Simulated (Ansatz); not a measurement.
`CC1=CC(C)=[O+][Al-]([CH3])([F])[O]1` from Hartree–Fock to CCSD(T)

Z-matrix (Å, degrees):
```
C
C 1 1.490
H 1 1.088 2 112.5
H 1 1.093 2 108.9 3 121.8
H 1 1.093 2 109.0 3 -121.9
O 2 1.274 1 115.6 3 179.6
C 2 1.395 1 120.6 3 0.1
Al 6 1.822 2 126.5 1 173.5
C 7 1.395 2 123.1 1 178.3
H 7 1.080 2 118.5 1 -0.4
F 8 1.665 6 106.6 2 -97.8
O 8 1.822 6 95.2 2 11.2
C 8 1.939 6 113.2 2 129.2
C 9 1.490 7 120.6 2 -178.3
H 13 1.094 8 111.5 6 66.9
H 13 1.094 8 111.5 6 -173.7
H 13 1.094 8 112.1 6 -53.4
H 14 1.093 9 109.0 7 122.2
H 14 1.093 9 108.9 7 -121.5
H 14 1.088 9 112.5 7 0.2
```

The species carries charge 0 and has multiplicity 1. The structure was optimised at the PBE0-D4/def2-TZVP level. Frozen core, restricted reference, the Gaussian-basis code of Ansatz. CBS rows extrapolate triple and quadruple zeta; past MP2 they add the triple-zeta difference.

```
     basis     HF (Eh)  MP2 corr.
  def2-SVP  -723.88241   -1.41395
def2-TZVPP  -724.53418   -1.77203
def2-QZVPP  -724.56415   -1.90314
```

Estimate the CCSD correlation energy and the (T) correction in each basis where they were run (hartree).


| basis | CCSD corr. | (T) |
| --- | --- | --- |
| def2-SVP | -1.48513 | -0.04573 |
| def2-TZVPP | -1.82281 | -0.07570 |
| CBS(def2) | -2.05102 | as TZ |
